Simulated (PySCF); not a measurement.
# Computed records: AlGeH3O, BGeH2O2, CH8B2Ge, BGeH6NSi and others

Calculation on a computer-drawn molecule: the log of a Hartree-Fock and frozen-core CCSD(T) single point meant for a local Hartree-Fock minimum, with one planted fault or none, to be diagnosed. Offsets are logged minus clean, where the clean run is the same molecule without the fault. The reference is restricted for singlets and unrestricted otherwise, and also for a bond in bohr or an excited solution. Adding or removing an electron swaps singlet and doublet. The excited solution moves the top pair (singlet) or top alpha electron (doublet) to the lowest empty orbital. Highest occupied and lowest empty are orbital energies over both spins, largest force is the largest gradient component, triples share is (T) over the correlation energy, the T1 limit is 0.02 restricted and 0.045 unrestricted, electrons count all cores, a negative frequency is imaginary (commonest isotopes), and the dipole is about the centre of nuclear charge; on germanium a core potential holds 10 electrons, which the energies leave out, and 3d is frozen in MP2 and coupled-cluster steps. Program: PySCF 2.14.0.

Common to all runs: meant basis and core potential on germanium cc-pVDZ-PP ECP10MDF; logged SCF converged yes; logged CC converged yes; logged SCF stable within its kind yes; possible faults no fault, one electron removed, one electron added, multiplicity raised by two, geometry at a saddle point, SCF held on an excited solution, minimal basis STO-3G, one bond length entered in bohr, all coordinates scaled.

(1) 
```xyz
6
formula=AlGeH3O meant_charge=0 meant_multiplicity=1 meant_basis=cc-pV(D+d)Z logged_electrons=55 logged_basis_functions=75 logged_spin_squared=0.7552 logged_highest_occupied=-17.189 logged_lowest_empty=-6.1041 logged_largest_force=0.10212 logged_T1_diagnostic=0.016067 logged_D1_diagnostic=0.038697 logged_triples_share=0.021504 logged_dipole_magnitude=1.8011 logged_energy_HF=-611.61229 logged_energy_CCSD(T)=-611.9342 planted_fault=one_electron_removed HF_energy_offset_from_clean_run=169.7 CCSD(T)_energy_offset_from_clean_run=215.5
O     -0.5169     0.5850     1.2339
Al     0.9095     0.1324     0.7480
Ge     3.1656    -0.5837    -0.0203
H      4.1339    -0.5341     1.1602
H      3.0790    -2.0095    -0.5616
H      3.6404     0.3622    -1.1218
```

Units: logged_highest_occupied, logged_lowest_empty in eV; logged_largest_force in hartree/bohr; logged_dipole_magnitude in debye; logged_energy_HF, logged_energy_CCSD(T) in hartree; HF_energy_offset_from_clean_run, CCSD(T)_energy_offset_from_clean_run in kcal/mol.

Drawn bonds:
| atom | other atom | order |
| --- | --- | --- |
| 1 | 2 | 2 |
| 2 | 3 | 1 |
| 3 | 4 | 1 |
| 3 | 5 | 1 |
| 3 | 6 | 1 |

(2) 
```xyz
6
formula=BGeH2O2 meant_charge=0 meant_multiplicity=2 meant_basis=cc-pVDZ logged_electrons=56 logged_basis_functions=75 logged_spin_squared=0 logged_highest_occupied=-1.2943 logged_lowest_empty=6.8384 logged_largest_force=0.072229 logged_T1_diagnostic=0.022077 logged_D1_diagnostic=0.066349 logged_triples_share=0.031961 logged_dipole_magnitude=4.4579 logged_energy_HF=-468.8672 logged_energy_CCSD(T)=-469.45532 planted_fault=one_electron_added HF_energy_offset_from_clean_run=-3.296 CCSD(T)_energy_offset_from_clean_run=-20.94
B     -1.8904     1.3785     1.5320
Ge    -1.4863    -0.1135     0.2108
O     -0.1881    -0.4340    -0.7003
O     -2.8686    -1.1896     0.2999
H     -2.3901     2.4551     1.5026
H     -2.7944    -1.9681    -0.2380
```

Units: logged_highest_occupied, logged_lowest_empty in eV; logged_largest_force in hartree/bohr; logged_dipole_magnitude in debye; logged_energy_HF, logged_energy_CCSD(T) in hartree; HF_energy_offset_from_clean_run, CCSD(T)_energy_offset_from_clean_run in kcal/mol.

Drawn bonds:
| atom | other atom | order |
| --- | --- | --- |
| 1 | 2 | 1 |
| 2 | 3 | 2 |
| 2 | 4 | 1 |
| 1 | 5 | 1 |
| 4 | 6 | 1 |

Notes: T1 above single-reference limit.

(3) 
```xyz
12
formula=CH8B2Ge meant_charge=0 meant_multiplicity=1 meant_basis=cc-pVDZ logged_electrons=56 logged_basis_functions=105 logged_spin_squared=0 logged_highest_occupied=-10.366 logged_lowest_empty=1.6642 logged_largest_force=1.256e-05 logged_lowest_frequency=49.68 logged_T1_diagnostic=0.012335 logged_D1_diagnostic=0.033923 logged_triples_share=0.026481 logged_dipole_magnitude=1.031 logged_energy_HF=-385.22882 logged_energy_CCSD(T)=-385.71652 planted_fault=no_fault HF_energy_offset_from_clean_run=0 CCSD(T)_energy_offset_from_clean_run=0
C     -1.1290    -0.0956    -0.0663
B     -1.1992     0.8673    -1.3219
B      0.0655     1.2097    -2.3698
Ge     1.4076     2.7926    -2.0685
H     -0.1653    -0.5785     0.1066
H     -1.8914    -0.8768    -0.1736
H     -1.4031     0.4626     0.8370
H     -2.2556     1.4206    -1.5272
H      0.2580     0.5642    -3.3668
H      1.1266     3.6166    -0.8022
H      2.8391     2.2439    -1.9542
H      1.3687     3.7545    -3.2663
```

Units: logged_highest_occupied, logged_lowest_empty in eV; logged_largest_force in hartree/bohr; logged_lowest_frequency in cm⁻¹; logged_dipole_magnitude in debye; logged_energy_HF, logged_energy_CCSD(T) in hartree; HF_energy_offset_from_clean_run, CCSD(T)_energy_offset_from_clean_run in kcal/mol.

Drawn bonds:
| atom | other atom | order |
| --- | --- | --- |
| 1 | 2 | 1 |
| 2 | 3 | 1 |
| 3 | 4 | 1 |
| 1 | 5 | 1 |
| 1 | 6 | 1 |
| 1 | 7 | 1 |
| 2 | 8 | 1 |
| 3 | 9 | 1 |
| 4 | 10 | 1 |
| 4 | 11 | 1 |
| 4 | 12 | 1 |

(4) 
```xyz
10
formula=BGeH6NSi meant_charge=0 meant_multiplicity=1 meant_basis=cc-pV(D+d)Z logged_electrons=64 logged_basis_functions=104 logged_spin_squared=0 logged_highest_occupied=-9.6699 logged_lowest_empty=0.50371 logged_largest_force=0.022864 logged_T1_diagnostic=0.020797 logged_D1_diagnostic=0.067442 logged_triples_share=0.035165 logged_dipole_magnitude=3.7937 logged_energy_HF=-664.84414 logged_energy_CCSD(T)=-665.36536 planted_fault=all_coordinates_scaled,by_-2.0_% HF_energy_offset_from_clean_run=2.423 CCSD(T)_energy_offset_from_clean_run=4.921
B     -1.3622     2.0981    -0.7165
Si    -0.2906     0.8008     0.3502
Ge    -0.7950    -1.3585    -0.4925
N      0.0931    -2.3151    -1.5101
H     -0.9033     2.6454    -1.6480
H     -2.4917     2.2891    -0.4569
H     -0.6592     0.7922     1.7563
H      1.1450     0.9775     0.2283
H     -2.1175    -1.9273    -0.0766
H      0.9579    -1.9060    -1.7678
```

Units: logged_highest_occupied, logged_lowest_empty in eV; logged_largest_force in hartree/bohr; logged_dipole_magnitude in debye; logged_energy_HF, logged_energy_CCSD(T) in hartree; HF_energy_offset_from_clean_run, CCSD(T)_energy_offset_from_clean_run in kcal/mol.

Drawn bonds:
| atom | other atom | order |
| --- | --- | --- |
| 1 | 2 | 1 |
| 2 | 3 | 1 |
| 3 | 4 | 2 |
| 1 | 5 | 1 |
| 1 | 6 | 1 |
| 2 | 7 | 1 |
| 2 | 8 | 1 |
| 3 | 9 | 1 |
| 4 | 10 | 1 |

Notes: T1 above single-reference limit.

(5) 
```xyz
6
formula=BGeH2O2 meant_charge=1 meant_multiplicity=1 meant_basis=cc-pVDZ logged_electrons=54 logged_basis_functions=75 logged_spin_squared=0 logged_highest_occupied=-18.215 logged_lowest_empty=-6.6957 logged_largest_force=0.15337 logged_T1_diagnostic=0.032221 logged_D1_diagnostic=0.10253 logged_triples_share=0.040199 logged_dipole_magnitude=7.0796 logged_energy_HF=-468.65374 logged_energy_CCSD(T)=-469.24441 planted_fault=all_coordinates_scaled,by_+9.9_% HF_energy_offset_from_clean_run=38.5 CCSD(T)_energy_offset_from_clean_run=18.94
O     -2.6875     1.8952     4.1943
B     -2.0933     1.6327     3.0832
Ge    -0.9863     1.2251     1.1812
O     -1.9871     0.1932     0.0026
H      0.5359     1.7253     0.7607
H     -1.6353    -0.1006    -0.9417
```

Units: logged_highest_occupied, logged_lowest_empty in eV; logged_largest_force in hartree/bohr; logged_dipole_magnitude in debye; logged_energy_HF, logged_energy_CCSD(T) in hartree; HF_energy_offset_from_clean_run, CCSD(T)_energy_offset_from_clean_run in kcal/mol.

Drawn bonds:
| atom | other atom | order |
| --- | --- | --- |
| 1 | 2 | 2 |
| 2 | 3 | 1 |
| 3 | 4 | 1 |
| 3 | 5 | 1 |
| 4 | 6 | 1 |

Notes: T1 above single-reference limit.

(6) 
```xyz
10
formula=CH6BGeO meant_charge=0 meant_multiplicity=2 meant_basis=cc-pVDZ logged_electrons=57 logged_basis_functions=95 logged_spin_squared=0.7538 logged_highest_occupied=-8.9652 logged_lowest_empty=0.89241 logged_largest_force=0.029462 logged_T1_diagnostic=0.016949 logged_D1_diagnostic=0.065742 logged_triples_share=0.029026 logged_dipole_magnitude=1.7843 logged_energy_HF=-434.25403 logged_energy_CCSD(T)=-434.82142 planted_fault=all_coordinates_scaled,by_+4.5_% HF_energy_offset_from_clean_run=10.35 CCSD(T)_energy_offset_from_clean_run=4.471
B      0.9905    -1.1656    -1.1715
O      1.4868     0.1446    -1.1685
C      1.5922     0.9786     0.0470
Ge     0.3186     2.6124    -0.0967
H      0.9443    -1.7593    -2.2737
H      0.6108    -1.7106    -0.1019
H      1.3449     0.3702     0.9795
H      2.6673     1.3442     0.1330
H     -1.2000     2.1112    -0.2407
H      0.7193     3.5387    -1.3426
```

Units: logged_highest_occupied, logged_lowest_empty in eV; logged_largest_force in hartree/bohr; logged_dipole_magnitude in debye; logged_energy_HF, logged_energy_CCSD(T) in hartree; HF_energy_offset_from_clean_run, CCSD(T)_energy_offset_from_clean_run in kcal/mol.

Drawn bonds:
| atom | other atom | order |
| --- | --- | --- |
| 1 | 2 | 1 |
| 2 | 3 | 1 |
| 3 | 4 | 1 |
| 1 | 5 | 1 |
| 1 | 6 | 1 |
| 3 | 7 | 1 |
| 3 | 8 | 1 |
| 4 | 9 | 1 |
| 4 | 10 | 1 |
